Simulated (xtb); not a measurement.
C$_{6}$H$_{11}$O (SMILES [CH]=C(O)C(C)(C)C), doublet, geometry from GFN2-xTB; GFN2-xTB run with xtb.

Input for xtb:
```
$ xtb mol.xyz --gfn 2 --uhf 1 --acc 0.0001 --json

# file mol.xyz
18

C      2.03660239    -0.39385090    -0.15904060
C      0.93407914     0.05402729     0.35414174
O      0.86205798     0.72367233     1.55315465
C     -0.47076416    -0.08062171    -0.27565624
C     -1.01675095     1.33215004    -0.48504091
C     -1.34522641    -0.85072383     0.71435691
C     -0.41276935    -0.82173729    -1.60858508
H      2.36315908    -0.91695682    -1.02164713
H      1.74948268     0.79270706     1.92183243
H     -1.04656027     1.86886358     0.45927667
H     -0.38737928     1.88387947    -1.18033435
H     -2.02461895     1.28363159    -0.89292164
H     -1.37807242    -0.33419060     1.66976274
H     -2.35853223    -0.93537918     0.32633190
H     -0.94953853    -1.85193311     0.87233829
H      0.21500217    -0.28969942    -2.31930695
H     -0.01607886    -1.82534155    -1.47553587
H     -1.41435117    -0.90042129    -2.02608818
```

The log (banner, timings and long lists left out):

```
   ID    Z sym.   atoms
    1    6 C      1, 2, 4-7
    2    8 O      3
    3    1 H      8-18

           -------------------------------------------------
          |                Calculation Setup                |
           -------------------------------------------------

           -------------------------------------------------
          |                 G F N 2 - x T B                 |
           -------------------------------------------------

          ...................................................
          :                      SETUP                      :
          :.................................................:
          :  # basis functions                  39          :
          :  # atomic orbitals                  39          :
          :  # shells                           25          :
          :  # electrons                        41          :
          :  max. iterations                   250          :
          :  Hamiltonian                  GFN2-xTB          :
          :  restarted?                      false          :
          :  GBSA solvation                  false          :
          :  PC potential                    false          :
          :  electronic temp.          300.0000000     K    :
          :  accuracy                    0.0001000          :
          :  -> integral cutoff          0.6500000E+02      :
          :  -> integral neglect         0.1000000E-11      :
          :  -> SCF convergence          0.1000000E-09 Eh   :
          :  -> wf. convergence          0.1000000E-07 e    :
          :  Broyden damping             0.4000000          :
          :  net charge                          0          :
          :  unpaired electrons                  1          :
          ...................................................

 iter      E             dE          RMSdq      gap      omega  full diag
   1    -22.6878341 -0.226878E+02  0.349E+00    4.28       0.0  T
   2    -22.7094608 -0.216267E-01  0.212E+00    3.88       1.0  T
   3    -22.6957169  0.137439E-01  0.129E+00    4.45       1.0  T
   4    -22.7178670 -0.221501E-01  0.401E-01    4.00       1.0  T
   5    -22.7190022 -0.113521E-02  0.884E-02    4.08       1.0  T
   6    -22.7190128 -0.106241E-04  0.454E-02    4.07       1.0  T
   7    -22.7190191 -0.624914E-05  0.132E-02    4.08       1.8  T
   8    -22.7190202 -0.111786E-05  0.326E-03    4.08       7.2  T
   9    -22.7190202 -0.301655E-07  0.119E-03    4.08      19.9  T
  10    -22.7190202 -0.114067E-08  0.356E-04    4.08      66.2  T
  11    -22.7190202 -0.460332E-09  0.107E-04    4.08     221.2  T
  12    -22.7190202 -0.998313E-11  0.200E-05    4.08    1177.9  T
  13    -22.7190202 -0.154543E-11  0.734E-06    4.08    3209.6  T
  14    -22.7190202 -0.603961E-13  0.206E-06    4.08   11463.1  T
  15    -22.7190202 -0.284217E-13  0.968E-07    4.08   24351.0  T
  16    -22.7190202  0.142109E-13  0.131E-07    4.08  100000.0  T
  17    -22.7190202 -0.142109E-13  0.149E-08    4.08  100000.0  T
  18    -22.7190202 -0.355271E-13  0.851E-09    4.08  100000.0  T

   *** convergence criteria satisfied after 18 iterations ***

         :::::::::::::::::::::::::::::::::::::::::::::::::::::
         ::                     SUMMARY                     ::
         :::::::::::::::::::::::::::::::::::::::::::::::::::::
         :: total energy             -22.402892367765 Eh    ::
         :: gradient norm              0.000061146066 Eh/a0 ::
         :: HOMO-LUMO gap              4.080334952622 eV    ::
         ::.................................................::
         :: SCC energy               -22.718969151670 Eh    ::
         :: -> isotropic ES            0.025031098283 Eh    ::
         :: -> anisotropic ES          0.005249966262 Eh    ::
         :: -> anisotropic XC          0.010675455471 Eh    ::
         :: -> dispersion             -0.012081978958 Eh    ::
         :: repulsion energy           0.316076783905 Eh    ::
         :: add. restraining           0.000000000000 Eh    ::
         :: total charge               0.000000000000 e     ::
         :::::::::::::::::::::::::::::::::::::::::::::::::::::

           -------------------------------------------------
          |                Property Printout                |
           -------------------------------------------------

    * Orbital Energies and Occupations

         #    Occupation            Energy/Eh            Energy/eV
      -------------------------------------------------------------
         1        2.0000           -0.6944222             -18.8962
       ...           ...                  ...                  ...
         9        2.0000           -0.5091873             -13.8557
        10        2.0000           -0.5086580             -13.8413
        11        2.0000           -0.4912618             -13.3679
        12        2.0000           -0.4910778             -13.3629
        13        2.0000           -0.4715331             -12.8311
        14        2.0000           -0.4634244             -12.6104
        15        2.0000           -0.4585132             -12.4768
        16        2.0000           -0.4490484             -12.2192
        17        2.0000           -0.4353399             -11.8462
        18        2.0000           -0.4347824             -11.8310
        19        2.0000           -0.4286932             -11.6653
        20        2.0000           -0.3725597             -10.1379
        21        1.0000           -0.3192070              -8.6861 (HOMO)
        22                         -0.1692575              -4.6057 (LUMO)
        23                          0.0473033               1.2872
        24                          0.0953655               2.5950
        25                          0.1087934               2.9604
        26                          0.1166334               3.1738
        27                          0.1227762               3.3409
        28                          0.1525540               4.1512
        29                          0.1784092               4.8548
        30                          0.2048440               5.5741
        31                          0.2067458               5.6258
        32                          0.2281019               6.2070
       ...                                ...                  ...
        39                          0.7706180              20.9696
      -------------------------------------------------------------
                  HL-Gap            0.1499496 Eh            4.0803 eV
             Fermi-level           -0.2950578 Eh           -8.0289 eV

     #   Z          covCN         q      C6AA      α(0)
     1   6 C        1.912    -0.176    36.154     9.711
     2   6 C        2.820     0.140    24.948     8.184
     3   8 O        1.659    -0.399    20.828     6.161
     4   6 C        3.900     0.033    19.966     6.352
     5   6 C        3.762    -0.106    22.568     6.772
     6   6 C        3.762    -0.106    22.568     6.772
     7   6 C        3.759    -0.112    22.694     6.791
     8   1 H        0.927     0.050     2.316     2.380
     9   1 H        0.805     0.294     0.740     1.351
    10   1 H        0.925     0.055     2.255     2.348
    11   1 H        0.925     0.037     2.491     2.468
    12   1 H        0.925     0.040     2.454     2.450
    13   1 H        0.925     0.055     2.255     2.348
    14   1 H        0.925     0.040     2.454     2.450
    15   1 H        0.925     0.037     2.491     2.468
    16   1 H        0.925     0.038     2.472     2.459
    17   1 H        0.925     0.038     2.472     2.459
    18   1 H        0.925     0.042     2.428     2.437

 Mol. C6AA /au·bohr⁶  :       2557.378880
 Mol. C8AA /au·bohr⁸  :      56114.444802
 Mol. α(0) /au        :         76.359952

Wiberg/Mayer (AO) data.
largest (>0.10) Wiberg bond orders for each atom

 ---------------------------------------------------------------------------
     #   Z sym  total        # sym  WBO       # sym  WBO       # sym  WBO
 ---------------------------------------------------------------------------
     1   6 C    3.237 --     2 C    1.968     8 H    0.974     3 O    0.134
     2   6 C    3.933 --     1 C    1.968     3 O    1.035     4 C    0.885
     3   8 O    2.098 --     2 C    1.035     9 H    0.895     1 C    0.134
     4   6 C    3.979 --     7 C    1.002     5 C    0.991     6 C    0.991
                             2 C    0.885
     5   6 C    3.995 --     4 C    0.991    11 H    0.986    10 H    0.983
                            12 H    0.979
     6   6 C    3.995 --     4 C    0.991    15 H    0.986    13 H    0.983
                            14 H    0.979
     7   6 C    3.996 --     4 C    1.002    17 H    0.986    16 H    0.986
                            18 H    0.984
     8   1 H    0.997 --     1 C    0.974
     9   1 H    0.913 --     3 O    0.895
    10   1 H    0.997 --     5 C    0.983
    11   1 H    0.999 --     5 C    0.986
    12   1 H    0.998 --     5 C    0.979
    13   1 H    0.997 --     6 C    0.983
    14   1 H    0.998 --     6 C    0.979
    15   1 H    0.999 --     6 C    0.986
    16   1 H    0.999 --     7 C    0.986
    17   1 H    0.999 --     7 C    0.986
    18   1 H    0.998 --     7 C    0.984
 ---------------------------------------------------------------------------

Topologies differ in total number of bonds
Writing topology from bond orders to xtbtopo.mol

molecular dipole:
                 x           y           z       tot (Debye)
 q only:       -0.124      -0.010      -0.052
   full:       -0.020      -0.075      -0.142       0.411
molecular quadrupole (traceless):
                xx          xy          yy          xz          yz          zz
 q only:        0.604       0.933      -0.812       2.085       0.244       0.209
  q+dip:        1.772       0.647      -1.640       2.181       0.640      -0.132
   full:        1.226       1.097      -1.320       2.708       0.400       0.095

           -------------------------------------------------
          | TOTAL ENERGY              -22.402892367765 Eh   |
          | GRADIENT NORM               0.000061146066 Eh/α |
          | HOMO-LUMO GAP               4.080334952622 eV   |
           -------------------------------------------------

normal termination of xtb
```
